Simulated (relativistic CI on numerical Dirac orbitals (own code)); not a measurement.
Ligand-field terms of d7

Computed with a parametric ligand-field model of a d^n configuration (Racah B and C, spin-orbit zeta, crystal field), exact diagonalisation.

Field parameters in Wybourne normalisation: Oh B⁴₀ = 21Dq, B⁴₄ = √(5/14) B⁴₀. The field is a parameter set, without covalency.

(1) Lowest levels for B = 990, C = 4170, ζ = 540 cm⁻¹, Oh, 10Dq = 16700 cm⁻¹?

(2) Lowest levels for B = 950, C = 4050, ζ = 740 cm⁻¹, Oh, 10Dq = 30700 cm⁻¹?

(3) Lowest levels for B = 890, C = 3610, ζ = 550 cm⁻¹, Oh, 10Dq = 4150 cm⁻¹?

(4) Lowest levels for B = 690, C = 2500, ζ = 420 cm⁻¹, Oh, 10Dq = 29450 cm⁻¹?

(5) Lowest levels for B = 860, C = 4170, ζ = 880 cm⁻¹, Oh, 10Dq = 5450 cm⁻¹?

Results:

(1) Γ6 0 (S 1.50), Γ8 336 (S 1.49), Γ8 816 (S 1.47), Γ7 986 (S 1.50), Γ8 3977 (S 0.57), Γ6 15495 (S 1.49), Γ8 15518 (S 1.47), Γ8 15558 (S 1.47), Γ7 15828 (S 1.48) cm⁻¹, with S from ⟨S²⟩ = S(S + 1). The ground level has 2.05 electrons in the cubic e pair.

(2) Γ8 0 (S 0.51), Γ6 10521 (S 1.50), Γ8 10981 (S 1.50), Γ7 11776 (S 1.50), Γ8 11820 (S 1.49), Γ8 27671 (S 0.50), Γ6 28235 (S 0.50), Γ8 28717 (S 0.51), Γ7 29013 (S 0.51) cm⁻¹, with S from ⟨S²⟩ = S(S + 1). The ground level has 1.04 electrons in the cubic e pair.

(3) Γ6 0 (S 1.50), Γ8 348 (S 1.50), Γ8 928 (S 1.50), Γ7 1096 (S 1.50), Γ6 4094 (S 1.50), Γ8 4175 (S 1.50), Γ8 4263 (S 1.50), Γ7 4460 (S 1.50), Γ8 8453 (S 1.50) cm⁻¹, with S from ⟨S²⟩ = S(S + 1). The ground level has 2.14 electrons in the cubic e pair.

(4) Γ8 0 (S 0.50), Γ6 16463 (S 1.50), Γ8 16713 (S 1.50), Γ7 17148 (S 1.50), Γ8 17155 (S 1.50), Γ8 27425 (S 0.50), Γ6 27725 (S 0.50), Γ8 28080 (S 0.50), Γ7 28212 (S 0.50) cm⁻¹, with S from ⟨S²⟩ = S(S + 1). The ground level has 1.02 electrons in the cubic e pair.

(5) Γ6 0 (S 1.50), Γ8 528 (S 1.50), Γ8 1409 (S 1.49), Γ7 1746 (S 1.50), Γ6 5623 (S 1.50), Γ8 5719 (S 1.49), Γ8 5896 (S 1.49), Γ7 6202 (S 1.50), Γ8 11417 (S 1.49) cm⁻¹, with S from ⟨S²⟩ = S(S + 1). The ground level has 2.13 electrons in the cubic e pair.
